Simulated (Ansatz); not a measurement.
Isolated molecules relaxed with PBE0-D4/def2-TZVP in Ansatz; ΔE leaves out vibrations. CCSD(T)/CBS is the MP2 limit (def2-TZVPP, def2-QZVPP) plus CCSD(T) − MP2 in def2-TZVPP, frozen cores. This one scheme is used for every species. For Ge outer-core shells are correlated without core-valence functions, which leaves a few kJ/mol of doubt a bond. Scalar relativity is left out up to krypton. One conformer a species, not always the lowest.

Consider the substitution at a C–Ge bond: `C[CH2][GeH]([F])[Cl]` + `B1CN1` → `CCN1BC1` + `[F][GeH2][Cl]`.

```csv
species,MP2/def2-TZVPP energy (Eh)
`C[CH2][GeH]([F])[Cl]`,-2714.76628
`B1CN1`,-119.81321
`CCN1BC1`,-198.25696
`[F][GeH2][Cl]`,-2636.30430
```

Work out ΔE.

ΔE = (-198.25696) + (-2636.30430) − (-2714.76628) − (-119.81321) = 0.01823 Eh = +47.9 kJ/mol. CCSD(T)/CBS gives +48.8 kJ/mol.

Largest T1 diagnostic among the species: 0.013.

In def2-TZVPP, CCSD(T) changes the Hartree–Fock value by +9.7 kJ/mol (the triples alone add +0.3 kJ/mol) and MP2 by +11.7 kJ/mol.
